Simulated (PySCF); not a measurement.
# Multinuclear NMR of C$_{3}$H$_{9}$NOSi$_{2}$

Structure with atom numbers: `[O:1]=[CH:2][NH:3][C@:4]1([SiH3:5])[CH2:6][SiH2:7]1`; H(Xn) means a hydrogen on atom n. Ha(C6), Ha(Si7) are pro-R; Hb(C6), Hb(Si7) are pro-S.

All values are calculated (PySCF): GIAO PBE0/pcSseg-1 shieldings, geometry: GFN2-xTB. Gas phase, no relativistic terms, fast rotation and ring inversion assumed for equivalent nuclei, one conformer.

Question: What are the ²⁹Si shifts?

Answer: 
```json
{"atoms": "Si5", "environment": "silicon bonded to C, 3 H", "σ (ppm)": "429.5", "δ (ppm)": "-73.1"}
{"atoms": "Si7", "environment": "silicon bonded to 2 C, 2 H, in a 3-membered ring", "σ (ppm)": "488.5", "δ (ppm)": "-121.5"}
```

Shieldings were converted by a linear fit to measured shifts: ²⁹Si (scatter 8.9 ppm rms, 25.8 ppm with the 6 outliers that the fit left out vs TMS, solution or neat liquid). Occasional misses reach two or three times the rms, and more in compound classes unlike the fitted ones.

On a 300 MHz spectrometer ²⁹Si resonates near 59.6 MHz, so 1 ppm is 59.6 Hz.

Question: Where does ¹⁵N resonate?

Answer: 
| atoms | environment | σ (ppm) | δ (ppm) |
| --- | --- | --- | --- |
| N3 | amide-type nitrogen | 112.3 | -251.5 |

Shieldings were converted by a linear fit to measured shifts: ¹⁵N (scatter 6.3 ppm rms vs CH3NO2, solution or neat liquid). Occasional misses reach two or three times the rms, and more in compound classes unlike the fitted ones.

On a 500 MHz spectrometer ¹⁵N resonates near 50.7 MHz, so 1 ppm is 50.7 Hz.

Question: What are the ¹⁷O shifts?

Answer: 
```
atoms                 environment  σ (ppm)  δ (ppm)
   O1  amide-type carbonyl oxygen    -50.1    312.3
```

Shieldings were converted by a linear fit to measured shifts: ¹⁷O (scatter 10.7 ppm rms, 12.2 ppm with the 3 outliers that the fit left out vs liquid water, solution or neat liquid). A few per cent of atoms miss by over 2 rms, more outside the fitted compound classes.

On a 600 MHz spectrometer ¹⁷O resonates near 81.3 MHz, so 1 ppm is 81.3 Hz.

Hydrogen bonding in solution shields acid and N–H amide carbonyl oxygens by tens of ppm.
